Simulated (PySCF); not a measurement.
**Mayer bond orders and bond lengths**

C6H12F3P.
SMILES with atom numbers: `[CH3:1][CH2:2][P:3]([CH2:4][CH3:5])[CH2:6][C:7]([F:8])([F:9])[F:10]` (hydrogens: H11, H12, H13 on C1; H14, H15 on C2; H16, H17 on C4; H18, H19, H20 on C5; H21, H22 on C6)

Geometry (GFN2-xTB, Å), atoms numbered from 1 in this order:
```xyz
22
C6H12F3P angstrom
C     -1.5747    2.2934    0.5657
C     -0.4228    1.6295   -0.1792
P      0.0415    0.0078    0.6157
C     -1.2163   -1.0741   -0.2357
C     -1.1336   -2.5205    0.2343
C      1.4785   -0.4220   -0.5228
C      2.7566    0.0731    0.0932
F      3.8421   -0.2438   -0.6400
F      2.7834    1.4080    0.2324
F      2.9651   -0.4395    1.3128
H     -2.4642    1.6669    0.5498
H     -1.3019    2.4713    1.6035
H     -1.8235    3.2482    0.1071
H     -0.6900    1.4609   -1.2270
H      0.4539    2.2799   -0.1428
H     -1.0873   -1.0092   -1.3202
H     -2.1995   -0.6702    0.0156
H     -0.1621   -2.9556    0.0081
H     -1.2866   -2.5769    1.3096
H     -1.8962   -3.1232   -0.2553
H      1.3674    0.0221   -1.5142
H      1.5597   -1.5066   -0.6113
```

Bond orders from the PBE0/pcSseg-1 density (PySCF). Isolated species at its GFN2-xTB geometry (one conformer only).

(1) How far do the computed orders between heavy atoms stray from the drawn ones?

(2) Set the Mayer orders of the bonds between heavy atoms beside their lengths.

## Answers

(1) The largest departure is 0.086, at P3–C6 (drawn single, 0.914).

(2) 
| bond | drawn as | length (Å) | Mayer order |
| --- | --- | --- | --- |
| C1–C2 | single | 1.524 | 1.052 |
| C2–P3 | single | 1.865 | 0.946 |
| P3–C4 | single | 1.865 | 0.947 |
| C4–C5 | single | 1.523 | 1.049 |
| P3–C6 | single | 1.883 | 0.914 |
| C6–C7 | single | 1.503 | 1.029 |
| C7–F8 | single | 1.348 | 0.996 |
| C7–F9 | single | 1.342 | 0.983 |
| C7–F10 | single | 1.339 | 1.006 |

By pair of heavy elements: C–C: lowest C6–C7 (1.029, 1.503 Å), highest C1–C2 and C4–C5 (1.052, 1.524 Å); in 2 of the 3 pairs the longer bond (by over 0.003 Å) has the higher order (by 0.02 or more). C–P: lowest P3–C6 (0.914, 1.883 Å), highest P3–C4 and C2–P3 (0.947, 1.865 Å). C–F: lowest C7–F9 (0.983, 1.342 Å), highest C7–F10 (1.006, 1.339 Å). Bonds named together lie within 0.004.

Task: And the bonds to hydrogen?

Result: C–H: 0.92 to 0.96 (12 bonds).

Task: Sum the orders of all bonds at each heavy atom with more than one neighbour and set the sums beside the valence in the SMILES.

Result: C1 3.942 (drawn 4), C2 3.868 (drawn 4), P3 2.807 (drawn 3), C4 3.865 (drawn 4), C5 3.938 (drawn 4), C6 3.782 (drawn 4), C7 4.014 (drawn 4). Orders between atoms that aren't bonded are not in these sums.

For a closed shell the Mayer order of atoms A and B is Σ (PS)μν (PS)νμ over the basis functions μ on A and ν on B, with P the density and S the overlap matrix.
